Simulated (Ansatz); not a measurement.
Stepwise reaction of `OB(O)F` with methanol, as a gas-phase model of exchange steps in deposition or etching. ΔE in kJ/mol.

Gas-phase electronic energies from Ansatz, PBE0-D4/def2-TZVP geometries. CBS: MP2 limit from def2 TZ/QZ plus the TZ coupled-cluster correction, frozen cores. This one scheme is used for every species. Functionals use def2-TZVPP. B3LYP here is the variant with VWN-RPA as its local correlation; programs differ in this. Each species was taken in one conformer, which may not be the lowest.

| step | reaction | PBE-D4 | B3LYP-D4 | ωB97M-V | CCSD(T)/CBS |
| --- | --- | --- | --- | --- | --- |
| 1 | `OB(O)F` + CH₃OH → `COB(O)F` + H₂O | -1.0 | -2.7 | -1.8 | -5.1 |
| 2 | `COB(O)F` + CH₃OH → `COB(F)OC` + H₂O | -1.2 | -3.0 | -2.2 | -5.5 |

(1) By hand: ΔE of the 2 steps together at CCSD(T)/CBS.

## Answers

(1) (-5.1) + (-5.5) = -10.6 kJ/mol, or -5.3 kJ/mol a step.

In ΔE the steps differ by no more than 0.4 kJ/mol. All are downhill at CCSD(T)/CBS. PBE-D4 differs from CCSD(T)/CBS by 4.1 to 4.3 kJ/mol a step. Isolated molecules leave out the surface, adducts and barriers. Largest T1 diagnostic: 0.012.
